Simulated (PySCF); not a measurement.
## Correlation energy of Ne⁺ (neon, charge +1)

[He] 2s1 2p6, 2S determinant (an excited configuration). Computed with PySCF 2.14 in def2-QZVPPD (8s5p4d2f1g, 66 functions), with the non-relativistic Hamiltonian (point nucleus). Frozen: nothing; 9 electrons correlated.

```json
{"level": "CCSD", "correlation energy (mhartree)": "-345.76"}
{"level": "(T)", "correlation energy (mhartree)": "-10.10"}
{"level": "CCSD(T)", "correlation energy (mhartree)": "-355.86"}
```

Diagnostics: T1 = 0.0061, D1 = 0.0202, largest double amplitude 0.053.

Cost of the coupled-cluster step: about 22 core-seconds, for 9 correlated electrons.

Iterations:

```
CC2 = 0
CCSD nocc = (np.int64(5), np.int64(4)), nmo = (66, 66)
frozen orbitals [[], []]
max_cycle = 100
direct = 0
conv_tol = 1e-08
conv_tol_normt = 1e-06
diis_space = 8
diis_start_cycle = 0
Init t2, MP2 energy = -0.319506520110146
Init E_corr(UCCSD) = -0.319506520133754
cycle = 1  E_corr(UCCSD) = -0.332380765134596  dE = -0.012874245  norm(t1,t2) = 0.0500817
cycle = 2  E_corr(UCCSD) = -0.339341158141664  dE = -0.00696039301  norm(t1,t2) = 0.0272327
cycle = 3  E_corr(UCCSD) = -0.345639787461008  dE = -0.00629862932  norm(t1,t2) = 0.0165078
cycle = 4  E_corr(UCCSD) = -0.345806895815759  dE = -0.000167108355  norm(t1,t2) = 0.00474676
cycle = 5  E_corr(UCCSD) = -0.345681043472807  dE = 0.000125852343  norm(t1,t2) = 0.00228759
cycle = 6  E_corr(UCCSD) = -0.345771069875251  dE = -9.00264024e-05  norm(t1,t2) = 0.000927111
cycle = 7  E_corr(UCCSD) = -0.345764212887617  dE = 6.85698763e-06  norm(t1,t2) = 0.000259849
cycle = 8  E_corr(UCCSD) = -0.345760052770883  dE = 4.16011673e-06  norm(t1,t2) = 6.91758e-05
cycle = 9  E_corr(UCCSD) = -0.34576258490688  dE = -2.532136e-06  norm(t1,t2) = 1.97425e-05
cycle = 10  E_corr(UCCSD) = -0.345762347607274  dE = 2.37299606e-07  norm(t1,t2) = 4.63905e-06
cycle = 11  E_corr(UCCSD) = -0.345762259121761  dE = 8.84855131e-08  norm(t1,t2) = 8.47518e-07
cycle = 12  E_corr(UCCSD) = -0.345762270780356  dE = -1.16585945e-08  norm(t1,t2) = 2.39763e-07
cycle = 13  E_corr(UCCSD) = -0.345762280528113  dE = -9.7477576e-09  norm(t1,t2) = 6.36634e-08
UCCSD converged
E(UCCSD) = -127.084236742292  E_corr = -0.3457622805281133
UCCSD(T) correction = -0.010104052245599
```

This basis was not built for core-valence correlation, so the inner-shell part is incomplete.
